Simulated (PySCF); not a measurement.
**CsO at PBE0**

Level: PBE0. Cs x2c-TZVPall, O x2c-TZVPall; spin-free X2C with a Gaussian nucleus (PySCF 2.14).

```
state                                           : ²Σ⁺ (doublet), unpaired electrons σ ↑
bond length                                     : 2.278 Å
harmonic wavenumber                             : 366 cm⁻¹
force constant                                  : 1.13 mdyn/Å
rotational constant Be                          : 0.2276 cm⁻¹
anharmonicity ωexe                              : 1.49 cm⁻¹
vibration–rotation constant αe                  : 0.00127 cm⁻¹
well depth De to Cs + O                         : 3.12 eV
dissociation energy D0                          : 3.09 eV
bond order (Mayer)                              : 0.69
dipole moment (positive dipole means Cs(−)O(+)) : -7.19 D
```

These are scalar-relativistic numbers at best; spin–orbit coupling would shift them, the dissociation energy most. The state was picked by a PBE0 search and need not be the measured ground state.
